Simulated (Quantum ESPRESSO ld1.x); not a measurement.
Q: The mean radii <r> (bohr) of the occupied orbitals of an atom or ion are listed with their occupations. All-electron calculation, scalar-relativistic Kohn-Sham, LDA (Slater exchange, Perdew-Wang correlation), spin-polarised, spherical densities, point nucleus. Program: ld1.x of Quantum ESPRESSO 7.5.

| orbital | occ. | <r> |
|---|---|---|
| 1s | 2 | 0.06099 |
| 2s | 2 | 0.2767 |
| 2p | 6 | 0.2436 |
| 3s | 2 | 0.7197 |

Name the element and its charge. Open shells, if any, are filled with parallel spins first.

A: Z = 25, manganese, charge +13: Mn13+ in [Ne] 3s2. The 1s radius gives Z: for a bare nucleus <r> = (2 gamma + 1)/(2Z) with gamma = sqrt(1 - (Z/c)^2), 0.05933 bohr for Z = 25, and screening makes it slightly larger (0.06099 here). The occupations add up to 12, and the charge is Z minus that.
